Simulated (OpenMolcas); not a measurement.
# Al: effect of the basis set

```
Program             : OpenMolcas 26.06
Method              : SS-RASPT2, IPEA 0.25 Eh, imaginary shift 0.1 Eh (closed shells correlated: 2s 2p)
Active space        : 3 electrons in 9 orbitals (RAS2 3s 3p; RAS3 3d, at most 2 electrons)
State averaging     : 2S+1 = 4 odd, 1 root (0 in the spin-orbit step); 2S+1 = 2 odd, 3 roots; 2S+1 = 4 even, 3 roots; 2S+1 = 2 even, 5 roots
Spin-orbit coupling : state interaction with AMFI integrals over the reference wave functions, term energies averaged over their components
```

A. ANO-RCC-VTZP [5s4p2d1f], DKH2, point nucleus; CASPT2 step roughly 5 core-seconds
B. ANO-R2 [5s5p3d1f], X2C, finite nucleus; CASPT2 step about 7 core-seconds
C. ANO-RCC-VQZP [6s5p3d2f1g], DKH2, point nucleus; CASPT2 step of the order of 5 core-seconds
D. ANO-RCC [9s9p5d3f2g], DKH2, point nucleus; CASPT2 step roughly 16 core-seconds

Energies in cm-1 above 3s2 3p 2P* 1/2, the measured ground level; measured values from NIST Handbook of Basic Atomic Spectroscopic Data.

```tsv
Level	A	B	C	D	Measured
3s2 3p 2P* 1/2	0.0	0.0	0.0	0.0	0.0
3s2 3p 2P* 3/2	106	109	107	106	112
3s 3p2 4P 1/2	27920	28090	28260	28430	29020
3s 3p2 4P 3/2	27960	28120	28300	28470	29067
3s 3p2 4P 5/2	28020	28190	28360	28530	29143
3s 3p2 2D 3/2	38610	39470	37900	35750	
3s 3p2 2D 5/2	38620	39470	37900	35760
```

Deviations, from unrounded energies. A percentage is the sum of absolute deviations over the sum of measured energies, with the sign that they share, or ± where signs differ.

| Against measurement | Levels | A | B | C | D |
| --- | --- | --- | --- | --- | --- |
| mean absolute deviation (cm-1) | 4 | 840 | 710 | 580 | 450 |
| fine structure of the ground term (%) | 1 | -5.2 | -3.1 | -4.7 | -5.1 |
| other configurations (%) | 3 | -3.8 | -3.2 | -2.7 | -2.1 |

D lies closest to measurement on these levels and A furthest from it. The largest miss of D in the table is 3s 3p2 4P 5/2, by -620 cm-1. The ranking rests on the paired levels alone, and a cruder setting can come out closer through cancelling errors.

Among A to D the level of the table that moves most is 3s 3p2 2D 3/2, by 3700 cm-1 (lowest in D, highest in B). Moves below CASPT2's spread within the term are not significant.

CASPT2 does not keep the components of a term degenerate, so their means are used; among the terms shown or strongly mixed into the levels shown the widest spread is 17 cm-1 (3s 3p2 2D, D). Some terms mix strongly with configurations of 3d, whose occupation reaches 0.21 (3s 3p2 2D) (figures for A; the like holds for B, C, D). Active for correlation alone: 3d; no level in the range computed is led by a configuration that fills it, so any true level of that kind is missing (holds for A; B; C). Configurations are named by rounded mean occupations; where the s occupation lies near a half they are strongly mixed, a name can repeat and a true partner stay unpaired (holds for D). Some terms take much of their weight from 3d, a shell meant for correlation, so their names are nominal (holds for D). Computed and measured levels are paired by configuration, term and J; levels that our copy of the source lacks, or whose pairing is in doubt (as where it misses far off the trend of its configuration), stay unpaired and out of the deviations. Levels of configurations outside the active space are missing.

* marks odd parity.
